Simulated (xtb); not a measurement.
xtb input (GFN2-xTB):

```bash
xtb mol.xyz --gfn 2 --ohess tight --chrg -1 --uhf 0
```
mol.xyz:
```
3

S      1.48603961    -0.27803667    -0.01697857
S     -0.32413090     0.70552599    -0.02915854
H     -1.18475218    -0.37904244    -0.04248887
```

Output:

```
           -------------------------------------------------
          |                Calculation Setup                |
           -------------------------------------------------

           -------------------------------------------------
          |                 G F N 2 - x T B                 |
           -------------------------------------------------

        Reference                      10.1021/acs.jctc.8b01176
      * Hamiltonian:
        H0-scaling (s, p, d)           1.850000    2.230000    2.230000
        zeta-weighting                 0.500000
      * Dispersion:
        s8                             2.700000
        a1                             0.520000
        a2                             5.000000
        s9                             5.000000
      * Repulsion:
        kExp                           1.500000    1.000000
        rExp                           1.000000
      * Coulomb:
        alpha                          2.000000
        third order                    shell-resolved
        anisotropic                    true
        a3                             3.000000
        a5                             4.000000
        cn-shift                       1.200000
        cn-exp                         4.000000
        max-rad                        5.000000

          ...................................................
          :                      SETUP                      :
          :.................................................:
          :  # basis functions                  21          :
          :  # atomic orbitals                  19          :
          :  # shells                            7          :
          :  # electrons                        14          :
          :  max. iterations                   250          :
          :  Hamiltonian                  GFN2-xTB          :
          :  restarted?                      false          :
          :  GBSA solvation                  false          :
          :  PC potential                    false          :
          :  electronic temp.          300.0000000     K    :
          :  accuracy                    1.0000000          :
          :  -> integral cutoff          0.2500000E+02      :
          :  -> integral neglect         0.1000000E-07      :
          :  -> SCF convergence          0.1000000E-05 Eh   :
          :  -> wf. convergence          0.1000000E-03 e    :
          :  Broyden damping             0.4000000          :
          :  net charge                         -1          :
          :  unpaired electrons                  0          :
          ...................................................

 iter      E             dE          RMSdq      gap      omega  full diag
   1     -7.2326323 -0.723263E+01  0.114E+01    3.11       0.0  T
   2     -7.2442280 -0.115957E-01  0.534E+00    2.63       1.0  T
   3     -7.2455872 -0.135921E-02  0.107E+00    2.34       1.0  T
   4     -7.2456149 -0.277434E-04  0.393E-01    2.32       1.0  T
   5     -7.2456185 -0.360817E-05  0.819E-02    2.31       1.0  T
   6     -7.2456190 -0.475040E-06  0.300E-02    2.31       1.9  T
[...]
 q only:       -1.957      -0.217       0.036
   full:       -2.097      -0.315       0.035       5.389
molecular quadrupole (traceless):
                xx          xy          yy          xz          yz          zz
 q only:       -4.721       2.225       1.761       0.103       0.033       2.960
  q+dip:       -6.824       4.652       2.090       0.090       0.057       4.734
   full:       -5.787       4.248       2.230       0.109       0.060       3.557

           -------------------------------------------------
          |                Geometry Summary                 |
           -------------------------------------------------

      molecular mass/u    :       65.1375156
   center of mass at/Å    :        0.5465309       0.1979040      -0.0234702
  moments of inertia/u·Å² :        0.1700874E+01   0.6801652E+02   0.6971740E+02
rotational constants/cm⁻¹ :        0.9911157E+01   0.2478461E+00   0.2417995E+00

 * 2 selected distances

     #   Z          #   Z                                           value/Å
     1  16 S        2  16 S                                       2.0347358 (max)
     2  16 S        3   1 H                                       1.3489459 (min)

 * 2 distinct bonds (by element types)

   Z      Z             #   av. dist./Å        max./Å        min./Å
   1 H   16 S           1     1.3489459     1.3489459     1.3489459
  16 S   16 S           1     2.0347358     2.0347358     2.0347358

           -------------------------------------------------
          |               Frequency Printout                |
           -------------------------------------------------
 projected vibrational frequencies (cm⁻¹)
eigval :       -0.00    -0.00    -0.00    -0.00     0.00     0.00
eigval :      503.98   750.30  2194.28
 reduced masses (amu)
   1: 31.99   2: 31.97   3: 31.51   4: 32.06   5: 30.36   6:  1.02   7: 31.96   8:  2.52
   9:  2.02
 IR intensities (km·mol⁻¹)
   1: 12.72   2: 10.10   3: 16.22   4: 15.65   5:  1.51   6: 25.90   7:  1.15   8: 10.46
   9:282.48
 Raman intensities (Ä⁴*amu⁻¹)
   1:  0.00   2:  0.00   3:  0.00   4:  0.00   5:  0.00   6:  0.00   7:  0.00   8:  0.00
   9:  0.00
 output can be read by thermo (or use thermo option).
 writing <g98.out> molden fake output.
 recommended (thermochemical) frequency scaling factor: 1.0
           -------------------------------------------------
          |             Thermodynamic Functions             |
           -------------------------------------------------

cs  symmetry found (for desy threshold:  0.10E+00) used in thermo

          ...................................................
          :                      SETUP                      :
          :.................................................:
          :  # frequencies                           3      :
          :  # imaginary freq.                       0      :
          :  linear?                             false      :
          :  only rotor calc.                    false      :
          :  symmetry                               cs      :
          :  rotational number                       1      :
          :  scaling factor                  1.0000000      :
          :  rotor cutoff                   50.0000000 cm⁻¹ :
          :  imag. cutoff                  -20.0000000 cm⁻¹ :
          :.................................................:

    mode    ω/cm⁻¹     T·S(HO)/kcal·mol⁻¹    T·S(FR)/kcal·mol⁻¹   T·S(vib)
   ------------------------------------------------------------------------
   ------------------------------------------------------------------------
Note: The following floating-point exceptions are signalling: IEEE_DENORMAL
normal termination of xtb

   temp. (K)  partition function   enthalpy   heat capacity  entropy
                                   cal/mol     cal/K/mol   cal/K/mol   J/K/mol
 298.15  VIB   1.13                  197.948      1.983      0.901
         ROT  0.686E+04              888.752      2.981     20.535
         INT  0.773E+04             1086.700      4.964     21.436
         TR   0.509E+27             1481.254      4.968     38.423
         TOT                        2567.9543     9.9320    59.8589   250.4497

       T/K    H(0)-H(T)+PV         H(T)/Eh          T*S/Eh         G(T)/Eh
   ------------------------------------------------------------------------
    298.15    0.409230E-02    0.119487E-01    0.284409E-01   -0.164922E-01
   ------------------------------------------------------------------------

         :::::::::::::::::::::::::::::::::::::::::::::::::::::
         ::                  THERMODYNAMIC                  ::
         :::::::::::::::::::::::::::::::::::::::::::::::::::::
         :: total free energy          -7.251469610555 Eh   ::
         ::.................................................::
         :: total energy               -7.234977394433 Eh   ::
         :: zero point energy           0.007856387847 Eh   ::
         :: G(RRHO) w/o ZPVE           -0.024348603969 Eh   ::
         :: G(RRHO) contrib.           -0.016492216122 Eh   ::
         :::::::::::::::::::::::::::::::::::::::::::::::::::::

optimized geometry written to: xtbopt.xyz

           -------------------------------------------------
          | TOTAL ENERGY               -7.234977394433 Eh   |
          | TOTAL ENTHALPY             -7.223028710968 Eh   |
          | TOTAL FREE ENERGY          -7.251469610555 Eh   |
          | GRADIENT NORM               0.000290675669 Eh/α |
          | HOMO-LUMO GAP               2.430937688303 eV   |
           -------------------------------------------------

------------------------------------------------------------------------
------------------------------------------------------------------------
 total:
 SCF:
 ANC optimizer:
 analytical hessian:
```
